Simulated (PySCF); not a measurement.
HN2, SMILES [NH][N] (connectivity only; charge and spin as stated), neutral, multiplicity 2. Atoms are numbered in the order given.

```xyz
3

N     -0.1549    -0.4942     0.0000
N      0.0570     0.6610     0.0000
H      0.6848    -1.1675     0.0000
```
Charge 0, spin multiplicity 2.

Geometry optimised at PBE-D3(BJ)/def2-TZVPD.

Method: PBE/pcH-1 (PySCF).

Unrestricted Kohn–Sham, ⟨S²⟩ = 0.753. Hyperfine tensors hold the contact and dipolar terms, without spin-orbit corrections.

Computed hyperfine couplings:
```
nucleus    A(iso) (MHz)  A(iso) (G)  dipolar principal values (MHz)
---------  ------------  ----------  ------------------------------
14N no. 1          86.6        30.9               -12.1, -9.7, 21.7
14N no. 2           9.4         3.4              -37.1, -33.8, 71.0
1H no. 3          413.9       147.7                -8.6, -6.3, 14.9
```

And the g tensor (effective nuclear charges for spin-orbit coupling, GIAO)? (The exact figures need the calculation; the answer reports its results.)

principal values 1.9936, 2.0022, 2.0040; isotropic 1.9999.
